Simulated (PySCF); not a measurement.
# TaH₃ + O₂ → HTaO + H₂O

Level: PBE0 in the def2-TZVP basis family, computed in PySCF with density fitting; scalar-relativistic core potentials for atoms from Rb on, none lighter, no spin–orbit coupling; open shells unrestricted.

| species | state and structure | E (Eh) | ZPE (kJ/mol) | H(298 K) − H(0) (kJ/mol) | S° (J/(mol K)) |
| --- | --- | --- | --- | --- | --- |
| TaH₃ | triplet, C2v, Ta–H 1.779 Å (×2), Ta–H 1.799 Å; H–Ta–H 116.6°, H–Ta–H 121.7° (×2) | -58.65244 | 41.9 | 12.4 | 266.0 |
| O₂ | triplet, D∞h, O–O 1.193 Å | -150.23561 | 10.3 | 8.7 | 204.9 |
| HTaO | triplet, Cs, Ta–H 1.776 Å, Ta–O 1.695 Å; H–Ta–O 103.7° | -132.73722 | 20.5 | 10.5 | 271.0 |
| H₂O | singlet, C2v, O–H 0.960 Å (×2); H–O–H 105.1° | -76.37736 | 56.5 | 9.9 | 188.7 |

Question: What is the electronic reaction energy?

Answer: At PBE0/def2-TZVP, ΔE = -594.8 kJ/mol from the differences of the total energies times 2625.5, downhill. 

Question: Add zero-point, thermal and entropy terms for 298.15 K and 1 bar.

Answer: ΔZPE = 24.8 and Δ[H(298) − H(0)] = -0.7 kJ/mol give ΔH° = -570.7 kJ/mol. ΔS° = -11.2 J/(mol K), so ΔG° = -570.7 − 298.15 × (-0.0112) = -567 kJ/mol.

Spin–orbit coupling can matter for TaH₃, HTaO and is left out. Open d or f shells are single determinants, so the state found may not be the ground state. Each species is the lowest minimum found with this bonding; other isomers or fragments can lie lower.
